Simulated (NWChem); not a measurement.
System: InNH₂F₂; SMILES [NH2][In]([F])[F]

```xyz
6

In     0.0001    -0.0045     0.0391
F     -1.6150    -1.0932    -0.0390
F      1.6242    -1.0797    -0.0389
N     -0.0081     2.0074    -0.0284
H      0.8182     2.4379     0.3812
H     -0.8381     2.4311     0.3810
```
Atoms are numbered in this order, from 1.

Results from NWChem. STO-3G and 3-21G are far too small for this property and stand as cheap habits. Coordinates come from a PBE0/def2-SVP optimisation. def2 effective core potentials on In; no spin-orbit coupling. B3LYP is NWChem's, with the RPA form of VWN correlation. Field at 589 nm.

| level | isotropic polarisability (bohr³) | anisotropy (bohr³) |
|---|---|---|
| B3LYP/STO-3G (all-electron, non-relativistic) | 23.7 | 15.9 |
| B3LYP/def2-SVP (core potentials) | 34.7 | 18.3 |
| B3LYP/def2-SVPD (core potentials) | ___ | ___ |

**Question.** Complete the blanks.

**Answer.** 
- B3LYP/def2-SVPD (core potentials), isotropic polarisability (bohr³): 43.6
- B3LYP/def2-SVPD (core potentials), anisotropy (bohr³): 17.5
